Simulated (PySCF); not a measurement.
CH8Ge2, SMILES [GeH2]([GeH3])[CH3].

Geometry: PBE-D3(BJ)/def2-SVP. The structure was generated by enumeration, and PubChem lists no compound with its InChIKey, so it may never have been made.

Method: PBE/def2-TZVP (PySCF).

Symmetry labels are those of the subgroup Cs that the program uses (full group Cs).

Computed valence orbital energies around the gap with their symmetry:
| orbital | symmetry | energy (eV) |
|---|---|---|
| HOMO−7 | A' | -12.39 |
| HOMO−6 | A" | -10.00 |
| HOMO−5 | A' | -9.94 |
| HOMO−4 | A" | -8.39 |
| HOMO−3 | A' | -8.34 |
| HOMO−2 | A" | -7.78 |
| HOMO−1 | A' | -7.63 |
| HOMO | A' | -6.81 |
| LUMO | A' | -0.41 |
| LUMO+1 | A' | -0.27 |
| LUMO+2 | A" | 0.05 |
| LUMO+3 | A' | 0.20 |
